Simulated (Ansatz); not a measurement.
`C[SiH](F)C#N` + `CCCC` → `CCCCC#N` + `C[SiH2]F` at 298.15 K and 1 bar (formal exchange of groups at a C–Si bond).

Computed with Ansatz on PBE0-D4/def2-TZVP structures; ΔE is electronic, products minus reactants. CCSD(T)/CBS adds triple-zeta CCSD(T) − MP2 to the extrapolated MP2 energy (def2 sets, frozen cores). Each species was taken in one conformer, which may not be the lowest.

| species | CCSD(T)/CBS energy (Eh) | H − E (kJ/mol) | S (J/(mol·K)) |
| --- | --- | --- | --- |
| `C[SiH](F)C#N` | -522.15876 | 169.6 | 333.3 |
| `CCCC` | -158.24160 | 364.2 | 300.4 |
| `CCCCC#N` | -250.37826 | 367.0 | 346.7 |
| `C[SiH2]F` | -430.00374 | 162.8 | 286.2 |

H − E and S are ideal-gas, rigid-rotor, harmonic terms from PBE0-D4/def2-TZVP, for one conformer and one mirror image of each species. 1 Eh = 2625.50 kJ/mol, R = 8.31446 J/(mol·K).

Question: By hand: ΔE, ΔH, ΔS and ΔG.

Answer: ΔE = (-250.37826) + (-430.00374) − (-522.15876) − (-158.24160) = 0.01836 Eh = 48.2 kJ/mol. Δ(H − E) = 367.0 + 162.8 − 169.6 − 364.2 = -4.0, so ΔH = 44.2 kJ/mol. ΔS = 346.7 + 286.2 − 333.3 − 300.4 = -0.8 J/(mol·K). ΔG = 44.2 − 298.15 × (-0.8)/1000 = 44.4 kJ/mol.

Question: By hand: the equilibrium constant, and the temperature at which ΔG would vanish if ΔH and ΔS stayed fixed.

Answer: log₁₀ K = −ΔG/(RT ln 10) = -7.8. ΔH and −TΔS have one sign here, so there is no such temperature.

The number of gas molecules stays the same, so ΔS is small and ΔH decides. A doubt of 5 kJ/mol in ΔE shifts log₁₀ K by 0.9 here. Other conformers and mirror images would add mixing entropy, several J/(mol·K) or more a flexible species. These are equilibria of isolated gas molecules and say nothing of rates. Largest T1 diagnostic: 0.012 (customary marks: 0.02 for closed shells, 0.045 for open ones).

ΔS is within the doubt of such terms, so its sign, and with it that verdict, could turn.
